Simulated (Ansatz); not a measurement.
This geometry of BCl2F + ClH (6 atoms, charge 0, multiplicity 1) is a first-order saddle point.

Method: Ansatz 0.2.0, RKS BLYP/def2-SVP.

```xyz
6
Properties=species:S:1:pos:R:3
B -0.079 -0.431 0.152
F -0.982 0.802 -0.328
Cl -0.197 -1.762 -1.021
Cl -0.315 -0.717 1.890
H 0.031 1.318 -0.472
Cl 1.542 0.791 -0.221
```

Q: Which two structures does it join? (They come from a converged band through this point; their orientation in space is the band's.)

A: Bonds broken: B1–F2, H5–Cl6. Bonds formed: B1–Cl6, F2–H5. BCl2F + ClH becomes BCl3 + FH.

First end point:

```xyz
6
Properties=species:S:1:pos:R:3
B -0.675 -0.759 0.247
F -1.154 0.408 -0.192
Cl -0.336 -2.031 -0.921
Cl -0.450 -0.988 1.977
H 0.666 1.778 -0.614
Cl 1.949 1.592 -0.497
```

Last end point:

```xyz
6
Properties=species:S:1:pos:R:3
B 0.362 -0.764 0.291
F -1.257 1.446 -0.572
Cl -0.151 -1.891 -0.952
Cl -0.261 -0.860 1.929
H -0.337 1.643 -0.610
Cl 1.645 0.427 -0.086
```

Q: How far does it lie above each of them?

A: 124.9 kJ/mol above the first and 47.0 kJ/mol above the second. This is the barrier of this one path; another mechanism may lie lower. The orbitals stay closed-shell, which can raise the energy where a bond breaks towards radicals; this wasn't checked here.

The run took 2 min on 2 threads of Arm Neoverse V2, on a shared host, peak memory 0.14 GiB.
